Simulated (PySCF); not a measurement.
pivalic acid (C$_{5}$H$_{10}$O$_{2}$), singlet, geometry from GFN2-xTB. Base run: CCSD(T)/STO-3G run with PySCF.

Here is a job for PySCF.
```python
from pyscf import gto, scf, cc

mol = gto.Mole()
mol.atom = '''
    C    -0.87672670    0.24345342    1.51819403
    C    -0.55370175    0.14503550    0.02301938
    C    -1.51751436   -0.81736050   -0.66854879
    C    -0.62795616    1.53304407   -0.62312062
    C     0.86734031   -0.37620254   -0.12580056
    O     1.77006440    0.42386387    0.46090879
    O     1.18995166   -1.38384948   -0.69516848
    H    -0.18253916    0.91720958    2.01363029
    H    -1.88755873    0.62177436    1.65096005
    H    -0.80942748   -0.73541171    1.98815157
    H    -2.53869621   -0.45806602   -0.57080376
    H    -1.44749951   -1.80722078   -0.22507995
    H    -1.27334851   -0.90444702   -1.72410032
    H     0.06775485    2.21469776   -0.14079788
    H    -0.38309839    1.47461697   -1.68151429
    H    -1.63501299    1.93093519   -0.52285011
    H     2.66064960    0.05797695    0.34402125
'''
mol.basis = 'sto-3g'
mol.verbose = 4
mol.build()

mf = scf.RHF(mol)
mf.kernel()

mycc = cc.CCSD(mf)
mycc.kernel()
et = mycc.ccsd_t()
print('E(CCSD(T)) = %.10f' % (mycc.e_tot + et))
mf.analyze()
```

Variants of this job, named by their change:

```csv
change,ΔE vs base (kcal/mol),MP2 correlation (Eh),CC correlation without the perturbative part (Eh),basis functions
base,0.000,-0.35718,-0.44360,45
cc.iterative_damping = 0.8,0.000,-0.35718,-0.44360,45
cc.direct = True,0.000,-0.35718,-0.44360,45
cc.conv_tol = 1e-5,0.000,-0.35718,-0.44360,45
cc.conv_tol = 1e-9,0.000,-0.35718,-0.44360,45
frozen = 7,1.47,-0.35456,-0.44131,45
method = cisd,47.44,-,-,45
cc.diis_space = 10,0.000,-0.35718,-0.44360,45
method = ccsd,5.23,-0.35718,-0.44360,45
cc.diis_space = 3,0.000,-0.35718,-0.44360,45
```
